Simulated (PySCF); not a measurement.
Breaking a bond: SH (anion, charge -1), singlet. Each curve is given relative to its own lowest point near equilibrium.

```tsv
R / Å	A	B	C
1.02	244.8	249.7	274.8
1.07	157.7	161.5	180.9
1.15	67.4	69.8	82.2
1.22	24.2	25.6	33.2
1.27	7.9	8.7	13.4
1.32	0.8	1.1	3.0
1.35	0.0	0.0	0.3
1.39	2.3	1.9	0.0
1.43	7.7	6.8	2.9
1.50	22.9	21.1	13.6
1.58	46.3	43.2	32.1
1.68	80.7	75.5	61.3
1.80	125.0	116.4	101.2
2.00	197.6	181.4	153.2
2.23	268.3	243.4	186.8
2.45	309.7	287.7	204.9
2.68	335.3	318.6	215.7
2.96	352.6	336.0	222.8
3.27	362.3	328.3	226.7
3.65	368.7	272.3	228.8
4.07	372.9	130.5	229.8
4.76	376.3	—	230.3
5.33	377.4	—	230.3
```

Energies in kJ/mol.

Problem. Assign the columns to these levels of theory: CCSD(T) on RHF/aug-cc-pVTZ, 5 core orbitals frozen in PySCF; unrestricted Hartree-Fock/3-21G (PySCF); unrestricted CAM-B3LYP/aug-cc-pVTZ (PySCF 2.14.0).

Solution. A is UKS-CAM-B3LYP; B is RCCSD(T); C is UHF/3-21G.

A dash means that the run gave no value there, or that the column was ended at a point which the program doubted or which failed a test of continuity chosen for this set; such a test can also cut sound points.

The unrestricted determinant behind UHF/3-21G is spin-contaminated at 2.00 to 5.33 Å (<S²> up to 1.0, against 0.00 for a pure singlet). Where the anion isn't bound against loss of the electron, the finite basis alone holds it. The T1 diagnostic of CCSD on the restricted reference of RCCSD(T) exceeds 0.045 at 2.45 to 5.33 Å. The unrestricted determinant behind UKS-CAM-B3LYP is spin-contaminated at 2.23 to 5.33 Å (<S²> up to 1.0, against 0.00 for a pure singlet).
